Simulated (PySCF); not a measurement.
**Polarisability and C₆ of P²⁺ (phosphorus, charge +2)**

[Ne] 3s2 3p1, 2P determinant. Computed with PySCF 2.14 in aug-cc-pwCVTZ (8s7p5d3f, 75 functions), with no relativity, point nucleus. Coupled (time-dependent) response in atomic units; α is the mean over directions.

```
method  mean α (bohr³)         α xx, yy, zz  C₆ (like pair)  S(−4)
   UHF           9.581  9.825, 9.092, 9.825           35.17  40.65
   PBE           9.217  9.388, 8.875, 9.388           33.23  36.59
  PBE0           9.283  9.487, 8.876, 9.487           33.59  37.21
 B97-3           9.279  9.479, 8.880, 9.479           33.56  37.21
 TPSSh           9.380  9.608, 8.924, 9.608           34.36  37.84
```

S(−4) is the Cauchy moment in α(ω) = α(0) + S(−4) ω² + …

α(iu) at TPSSh:

```
u (hartree)  α(iu) (bohr³)
          0          9.380
     0.0500          9.287
      0.100          9.018
      0.200          8.097
      0.300          6.940
      0.500          4.810
      0.750          3.059
       1.00          2.064
       1.50          1.118
       2.00         0.7140
       3.00         0.3858
       5.00         0.1859
```

For an ion, C₆ is the dispersion term alone; charge-induced terms of lower order in 1/R come first.

The components differ because the open shell of this determinant is not spherical; for a pure term their mean is the scalar polarisability.
